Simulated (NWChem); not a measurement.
The numbers come from NWChem runs, not from measurements. System: H$_{3}$BO$_{3}$, charge 0, spin multiplicity 1, displaced from the optimised geometry. Level: RHF/cc-pVDZ, spin-restricted.

The NWChem input:

```
start mol
memory heap 200 mb stack 900 mb global 1100 mb
geometry units angstroms nocenter noautoz noautosym
  O      1.129820    -0.802029     0.000000
  B      0.005669    -0.033474     0.000000
  O      0.148747     1.336740     0.000000
  O     -1.192718    -0.694917     0.000000
  H      2.327321     0.009153     0.000000
  H     -0.670335     1.842663     0.000000
  H     -1.972955    -0.132405     0.000000
end
basis spherical
  * library cc-pvdz
end
scf
  rhf
  nopen 0
  maxiter 100
  thresh 1e-7
  semidirect memsize 60000000 filesize 0
end
task scf energy
```

Part of the output:

```
             Northwest Computational Chemistry Package (NWChem) 7.3.0
             --------------------------------------------------------

                                NWChem Input Module
                                -------------------

 Scaling coordinates for geometry "geometry" by  1.889725989
 (inverse scale =  0.529177249)

                             Geometry "geometry" -> ""
                             -------------------------

 Output coordinates in angstroms (scale by  1.889725989 to convert to a.u.)

  No.       Tag          Charge          X              Y              Z
 ---- ---------------- ---------- -------------- -------------- --------------
    1 O                    8.0000     1.12982000    -0.80202900     0.00000000
    2 B                    5.0000     0.00566900    -0.03347400     0.00000000
    3 O                    8.0000     0.14874700     1.33674000     0.00000000
    4 O                    8.0000    -1.19271800    -0.69491700     0.00000000
    5 H                    1.0000     2.32732100     0.00915300     0.00000000
    6 H                    1.0000    -0.67033500     1.84266300     0.00000000
    7 H                    1.0000    -1.97295500    -0.13240500     0.00000000

 Effective nuclear repulsion energy (a.u.)     114.0373624073

            Nuclear Dipole moment (a.u.)
            ----------------------------
        X                 Y               Z
 ---------------- ---------------- ----------------
     0.7543181434     0.5109686792     0.0000000000


 Summary of "ao basis" -> "" (spherical)
 ------------------------------------------------------------------------------
       Tag                 Description            Shells   Functions and Types
 ---------------- ------------------------------  ------  ---------------------
 *                          cc-pvdz                   on all atoms

 Summary of "ao basis" -> "ao basis" (spherical)
 ------------------------------------------------------------------------------
       Tag                 Description            Shells   Functions and Types
 ---------------- ------------------------------  ------  ---------------------
 O                          cc-pvdz                  6       14   3s2p1d
 B                          cc-pvdz                  6       14   3s2p1d
 H                          cc-pvdz                  3        5   2s1p

                                 NWChem SCF Module
                                 -----------------

  ao basis        = "ao basis"
  functions       =    71
  atoms           =     7
  closed shells   =    16
  open shells     =     0
  charge          =   0.00
  wavefunction    = RHF
  use symmetry    = F
  symmetry adapt  = F

 Summary of "ao basis" -> "ao basis" (spherical)
 ------------------------------------------------------------------------------
       Tag                 Description            Shells   Functions and Types
 ---------------- ------------------------------  ------  ---------------------
 O                          cc-pvdz                  6       14   3s2p1d
 B                          cc-pvdz                  6       14   3s2p1d
 H                          cc-pvdz                  3        5   2s1p

 Forming initial guess at       0.0s

      Superposition of Atomic Density Guess
      -------------------------------------

 Sum of atomic energies:        -250.32179701

      Non-variational initial energy
      ------------------------------

 Total energy =    -251.423670
[...]
 Convergence threshold     :          1.000E-07
 Maximum no. of iterations :          100
 Final Fock-matrix accuracy:          1.000E-09
 ----------------------------------------------

              iter       energy          gnorm     gmax       time
             ----- ------------------- --------- --------- --------
                 1     -250.9705665804  1.43D+00  3.71D-01      0.5
                 2     -251.0815053067  3.86D-01  8.88D-02      0.5
                 3     -251.0946229367  1.42D-02  4.07D-03      0.6
                 4     -251.0946517924  1.10D-04  4.82D-05      0.6
                 5     -251.0946517951  8.14D-09  3.33D-09      0.8

       Final RHF  results
       ------------------

         Total SCF energy =   -251.094651795129
      One-electron energy =   -572.871356043972
      Two-electron energy =    207.739341841495
 Nuclear repulsion energy =    114.037362407348

        Time for solution =      0.3s

             Final eigenvalues
             -----------------

              1
    1  -20.5772
    2  -20.5676
    3  -20.5639
    4   -7.6658
    5   -1.3856
    6   -1.3420
    7   -1.2847
    8   -0.7583
    9   -0.7390
   10   -0.6321
   11   -0.5903
   12   -0.5866
   13   -0.5244
   14   -0.5007
   15   -0.4973
   16   -0.4808
   17    0.0824
   18    0.1616
   19    0.2392
   20    0.2546
   21    0.3278
   22    0.3870
   23    0.4216
   24    0.4715
   25    0.6120
   26    0.6728

                       ROHF Final Molecular Orbital Analysis
                       -------------------------------------

 Vector   14  Occ=2.000000D+00  E=-5.007195D-01
              MO Center= -4.8D-01,  3.6D-01,  4.2D-16, r^2= 2.1D+00
   Bfn.  Coefficient  Atom+Function         Bfn.  Coefficient  Atom+Function
  ----- ------------  ---------------      ----- ------------  ---------------
    34      0.452961  3 O  pz                48     -0.432399  4 O  pz
    37      0.355211  3 O  pz                51     -0.334568  4 O  pz

 Vector   15  Occ=2.000000D+00  E=-4.972649D-01
              MO Center=  1.2D+00, -5.3D-01,  1.0D-16, r^2= 1.5D+00
   Bfn.  Coefficient  Atom+Function         Bfn.  Coefficient  Atom+Function
  ----- ------------  ---------------      ----- ------------  ---------------
     5      0.479334  1 O  py                 8      0.358443  1 O  py
    57      0.268271  5 H  s                 58      0.179780  5 H  s
     4      0.154559  1 O  px

 Vector   16  Occ=2.000000D+00  E=-4.808290D-01
              MO Center=  6.2D-01, -5.5D-01,  1.2D-16, r^2= 1.8D+00
   Bfn.  Coefficient  Atom+Function         Bfn.  Coefficient  Atom+Function
  ----- ------------  ---------------      ----- ------------  ---------------
     6      0.543056  1 O  pz                 9      0.411395  1 O  pz
    48     -0.261062  4 O  pz                51     -0.204285  4 O  pz
    34     -0.196706  3 O  pz                37     -0.156553  3 O  pz

 Vector   17  Occ=0.000000D+00  E= 8.236520D-02
              MO Center=  2.0D+00, -1.2D-01,  6.9D-17, r^2= 2.5D+00
   Bfn.  Coefficient  Atom+Function         Bfn.  Coefficient  Atom+Function
  ----- ------------  ---------------      ----- ------------  ---------------
    58      0.913872  5 H  s                  7     -0.349488  1 O  px
     3     -0.332389  1 O  s                 57      0.283047  5 H  s
     4     -0.259832  1 O  px                 8     -0.230618  1 O  py
     5     -0.207539  1 O  py                45     -0.203764  4 O  s
    21     -0.159035  2 B  px

 Vector   18  Occ=0.000000D+00  E= 1.615659D-01
              MO Center= -1.4D+00,  1.1D+00, -1.4D-15, r^2= 4.0D+00
   Bfn.  Coefficient  Atom+Function         Bfn.  Coefficient  Atom+Function
  ----- ------------  ---------------      ----- ------------  ---------------
    63      1.083470  6 H  s                 68      0.992600  7 H  s
    31     -0.486967  3 O  s                 45     -0.393042  4 O  s
    21      0.312240  2 B  px                49      0.286878  4 O  px
    35      0.271594  3 O  px                58     -0.252933  5 H  s
    17     -0.244123  2 B  s                 36     -0.213939  3 O  py

 Vector   19  Occ=0.000000D+00  E= 2.391906D-01
              MO Center= -1.6D+00,  9.3D-01, -2.5D-16, r^2= 4.3D+00
   Bfn.  Coefficient  Atom+Function         Bfn.  Coefficient  Atom+Function
  ----- ------------  ---------------      ----- ------------  ---------------
    68      1.334618  7 H  s                 63     -1.204628  6 H  s
    45     -0.634176  4 O  s                 31      0.620953  3 O  s
    49      0.337158  4 O  px                35     -0.274230  3 O  px
    36      0.210255  3 O  py                50     -0.177626  4 O  py
    21      0.150102  2 B  px

 center of mass
 --------------
 x =   0.03403951 y =  -0.03650836 z =   0.00000000

 moments of inertia (a.u.)
 ------------------
         178.634042065641          -3.582463151384           0.000000000000
          -3.582463151384         190.481230367792           0.000000000000
           0.000000000000           0.000000000000         369.115272433433

  Mulliken analysis of the total density
  --------------------------------------

    Atom       Charge   Shell Charges
 -----------   ------   -------------------------------------------------------
    1 O    8     8.40   2.00  0.85  0.93  2.73  1.88  0.01
    2 B    5     4.67   2.01  0.53  0.08  1.44  0.21  0.41
    3 O    8     8.29   2.00  0.83  0.82  2.86  1.77  0.01
    4 O    8     8.26   2.00  0.83  0.81  2.86  1.74  0.01
    5 H    1     0.70   0.43  0.24  0.02
    6 H    1     0.84   0.69  0.07  0.09
    7 H    1     0.84   0.69  0.07  0.09

       Multipole analysis of the density wrt the origin
       ------------------------------------------------

     L   x y z        total         open         nuclear
     -   - - -        -----         ----         -------
     0   0 0 0     -0.000000      0.000000     32.000000

     1   1 0 0     -0.404544      0.000000      0.754318
     1   0 1 0      1.224829      0.000000      0.510969
     1   0 0 1     -0.000000      0.000000      0.000000

     2   2 0 0     -9.832592      0.000000    112.588677
     2   1 1 0     -1.846143      0.000000      0.066429
     2   1 0 1     -0.000000      0.000000      0.000000
     2   0 2 0    -19.007602      0.000000     95.429181
     2   0 1 1     -0.000000      0.000000      0.000000
     2   0 0 2    -17.088923      0.000000      0.000000

 Task  times  cpu:        0.8s     wall:        0.8s

 Total times  cpu:        0.8s     wall:        0.8s
```
